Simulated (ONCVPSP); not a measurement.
**u(r) = r·R(r): atom against pseudo-atom (P (Z = 15))**

Columns: radius, all-electron u(r) and pseudo u(r) of the 2s shell (level -173.15 eV) of phosphorus in the configuration [He] 2s2 2p6 3s2 3p3; LDA (Perdew-Wang 92), scalar-relativistic, ONCV scheme, ONCVPSP 4.0.1.

| r (bohr) | all-electron | pseudo |
| --- | --- | --- |
| 0.047 | -0.6613 | 0.2067 |
| 0.095 | -0.4611 | 0.4181 |
| 0.142 | 0.0023 | 0.6234 |
| 0.190 | 0.4865 | 0.8256 |
| 0.237 | 0.8747 | 1.0071 |
| 0.285 | 1.1586 | 1.1651 |
| 0.332 | 1.3312 | 1.2826 |
| 0.380 | 1.4196 | 1.3586 |
| 0.427 | 1.4393 | 1.3879 |
| 0.475 | 1.4099 | 1.3752 |
| 0.522 | 1.3481 | 1.3279 |
| 0.570 | 1.2633 | 1.2535 |
| 0.617 | 1.1683 | 1.1642 |
| 0.665 | 1.0659 | 1.0645 |
| 0.712 | 0.9652 | 0.9647 |
| 0.760 | 0.8651 | 0.8649 |
| 0.807 | 0.7722 | 0.7720 |
| 0.855 | 0.6836 | 0.6834 |
| 0.902 | 0.6040 | 0.6038 |
| 0.950 | 0.5300 | 0.5298 |
| 0.997 | 0.4647 | 0.4645 |
| 1.045 | 0.4050 | 0.4049 |
| 1.092 | 0.3531 | 0.3530 |
| 1.140 | 0.3062 | 0.3061 |
| 1.187 | 0.2658 | 0.2657 |
| 1.235 | 0.2295 | 0.2294 |

How many radial nodes do the two functions have?

The all-electron 2s function has n − l − 1 = 1; the pseudo-wave has 0, since the states of the same l below it are removed with the core.

At about which radius was the pseudo-wave matched?

0.80 bohr. The columns agree to 0.0005 from 0.71 bohr on; several derivatives are matched, so the curves merge somewhat inside the radius.

Where does each function peak?

Outermost all-electron maximum near 0.43 bohr, pseudo maximum near 0.43 bohr (to the table’s step).

Is the pseudo-wave norm-conserving?

Yes: the ONCV scheme keeps the norm inside the radius equal to the all-electron one, which fixes the energy derivative of the logarithmic derivative at the level.
